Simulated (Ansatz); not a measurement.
```
atom   x (Å)    y (Å)    z (Å)
   C  0.0000   0.0000  -0.0974
   H  0.0000   0.9236   0.2923
   H  0.0000  -0.9236   0.2923
```

Basis set: def2-TZVP (spherical functions). Left uncorrelated: 1 orbital. Charge 0, multiplicity 3.

Computed with Ansatz (development build ahead of 0.2.0); each method stands on the lowest determinant of its kind that the runs found.

Give the atomization energy at this shape (free ground-state atoms in the same class of orbitals less the molecule, no zero-point energy) of triplet CH2 by UHF-MP2, UHF.

```csv
method,atomization energy
UHF-MP2,178.16 kcal/mol
UHF,149.85 kcal/mol
```

Caution: the shape is not the minimum.
